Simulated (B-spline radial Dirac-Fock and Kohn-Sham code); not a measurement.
## Satellites and hypersatellites of the K lines of Pt⁷⁺

System: the Pt⁷⁺ ion in the configuration [Xe] 4f14 5d3.

The computed values come from a B-spline atomic structure program: ΔSCF Dirac-Fock with Breit, self-energy and vacuum polarisation, finite nucleus, configuration average. Each two-hole energy is an average over J within one jj subconfiguration, not an observable level; in light atoms, where LS coupling holds, the j-resolved values are not observed lines, and for a K spectator the Kα1 hypersatellite is nearly forbidden. No correlation.

Lines without a spectator: Kα2 (K-L2) 65116.7 eV, Kα1 (K-L3) 66826.0 eV, Kβ3 (K-M2) 75359.4 eV, Kβ1 (K-M3) 75739.5 eV. Shifts in eV with one spectator hole (a dash: not computed, or left out as unreliable):

| spectator hole | Kα2 | Kα1 | Kβ3 | Kβ1 |
| --- | --- | --- | --- | --- |
| K (1s) | +1063.6 | +1154.1 | +1380.1 | +1401.3 |
| L2 (2p1/2) | +138.6 | +189.5 | – | +353.2 |
| L3 (2p3/2) | +99.0 | +110.9 | +256.5 | – |
| M2 (3p1/2) | – | +30.6 | +57.3 | +68.1 |
| M3 (3p3/2) | +15.56 | – | +46.8 | +47.8 |
| M4 (3d3/2) | +5.14 | +1.81 | – | – |
| M5 (3d5/2) | -0.55 | +3.85 | – | – |

Run: 52 s of CPU time on 1 thread of Neoverse-V1 (shared host), peak memory 0.55 GiB.
